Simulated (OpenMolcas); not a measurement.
Ti3+ (d1) among equal point charges was computed by CASSCF with the d shell active (OpenMolcas, ANO-RCC-VTZP on the metal). Its lowest spin-free states, and all those of the highest spin:

```tsv
2S+1	Degeneracy	E (cm-1)
2	1	0.0
2	2	1236
2	1	4502
2	1	6936
```

Is the site octahedral, tetrahedral or cube-like, axial, or of lower symmetry?

The states with 2S+1 = 2 have orbital degeneracies 1, 2, 1, 1. There are pairs but no triples, so the site is axial: not cubic, but with a proper or improper axis of order three or more. The run had Ti3+ among 6 point charges of -1.43 e arranged as a tetragonal octahedron (D4h), 2.07 Å from the ion, with the axial distance 1.946 Å.

This is an electrostatic model: the charges have no orbitals. No measured value stands beside these numbers.
